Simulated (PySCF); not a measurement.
Stretching RbNa

Set-up: PySCF, scalar-relativistic core potentials, basis sets Rb def2-SVP with ECP28, Na def2-SVP. Energies in eV from Rb + Na in their ground configurations at the same level. State: ¹Σ⁺ (singlet), closed shell.

Curves on a restricted Hartree–Fock reference rise too fast on stretching and do not dissociate correctly.

```json
{"R (Å)": "3.193", "RHF-MP2": "-0.2083", "r²SCANh": "-0.3412", "RHF-CCSD": "", "PBE": "-0.5514"}
{"R (Å)": "3.342", "RHF-MP2": "-0.2766", "r²SCANh": "-0.4128", "RHF-CCSD": "-0.4493", "PBE": "-0.6143"}
{"R (Å)": "3.490", "RHF-MP2": "-0.3174", "r²SCANh": "-0.4589", "RHF-CCSD": "-0.4920", "PBE": "-0.6512"}
{"R (Å)": "3.602", "RHF-MP2": "-0.3330", "r²SCANh": "-0.4787", "RHF-CCSD": "-0.5092", "PBE": "-0.6647"}
{"R (Å)": "3.713", "RHF-MP2": "-0.3379", "r²SCANh": "-0.4875", "RHF-CCSD": "-0.5160", "PBE": "-0.6682"}
{"R (Å)": "3.824", "RHF-MP2": "-0.3336", "r²SCANh": "-0.4869", "RHF-CCSD": "-0.5139", "PBE": "-0.6632"}
{"R (Å)": "3.973", "RHF-MP2": "-0.3164", "r²SCANh": "-0.4740", "RHF-CCSD": "-0.5000", "PBE": "-0.6459"}
{"R (Å)": "4.159", "RHF-MP2": "-0.2803", "r²SCANh": "-0.4428", "RHF-CCSD": "-0.4692", "PBE": "-0.6112"}
{"R (Å)": "4.381", "RHF-MP2": "-0.2222", "r²SCANh": "-0.3898", "RHF-CCSD": "-0.4190", "PBE": "-0.5566"}
{"R (Å)": "4.678", "RHF-MP2": "-0.1295", "r²SCANh": "-0.3031", "RHF-CCSD": "", "PBE": "-0.4716"}
```

Question: Put a parabola through the three lowest points of the RHF-MP2 curve and estimate Re, k and ωe (reduced mass 18.09 u; 1 eV/Å² = 0.16022 mdyn/Å; ωe = 1302.8·√(k/μ) cm⁻¹).

Answer: Through R = 3.602, 3.713, 3.824 Å the second-order coefficient is 0.373 eV/Å², so Re ≈ 3.717 Å, k ≈ 0.120 mdyn/Å and ωe ≈ 106 cm⁻¹. A polynomial fit of higher order to the unrounded RHF-MP2 energies gives Re = 3.714 Å, k = 0.117 mdyn/Å, ωe = 105 cm⁻¹; anharmonicity and rounding make the difference.

The higher-order fit for each curve: RHF-MP2: Re = 3.714 Å, ωe = 105 cm⁻¹, De = 0.338 eV; r²SCANh: Re = 3.760 Å, ωe = 103 cm⁻¹, De = 0.488 eV; RHF-CCSD: Re = 3.740 Å, ωe = 101 cm⁻¹, De = 0.52 eV; PBE: Re = 3.699 Å, ωe = 102 cm⁻¹, De = 0.67 eV.

Correlated steps freeze 1 core orbital. Closed-shell solutions of metal pairs were not tested for spin polarisation, which can lower them a little. Correlated levels converge slowly with the basis: in double zeta they bind strong bonds too weakly, by up to about 1 eV, and carry superposition errors of some tenths. Where the molecule has an RHF reference, its open-shell atoms are computed with UHF.
